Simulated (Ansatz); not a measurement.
The cluster SnBr2⁺. Total charge 1; doublet. Geometry B3LYP-D4/def2-TZVP, basis def2-TZVP, Ansatz.

Cartesian coordinates in Å:
```
Sn 1.123 0.750 0.488
Br -0.265 0.086 -1.634
Br -0.858 -0.835 1.146
```

```
run  HOMO (eV)  LUMO (eV)
  A     -12.13     -11.17
  B     -13.49     -10.45
  C     -16.16      -8.36
  D     -13.10     -10.82
  E     -12.59     -11.23
  F     -13.79     -10.39
```

In the def2 sets Sn takes a core potential; there is no spin–orbit coupling. LC-ωPBE has ω = 0.4 bohr⁻¹. HSE06 is defined as in plane-wave codes, on full-range PBE exchange. In the doublet, Br2 and Br3 lie 2.99 Å apart (atoms count from 1), so these atoms are partly bonded to each other. The structure comes from a short search, and lower isomers may exist.

HOMO and LUMO are taken over both spins.

Task: The runs used HSE06, LC-ωPBE, PBE0, r2SCAN, r2SCAN0, revPBE. Estimate which is which.

Result: A revPBE (0 % exact exchange); B PBE0 (25 % exact exchange); C LC-ωPBE (range-separated); D HSE06 (range-separated); E r2SCAN (0 % exact exchange); F r2SCAN0 (25 % exact exchange). Exact exchange lowers occupied and raises empty levels; among semilocal functionals meta-GGAs tend to open the gap a little, and such runs are hard to tell apart. The gap grows from 0.96 eV (revPBE) to 7.79 eV (LC-ωPBE).
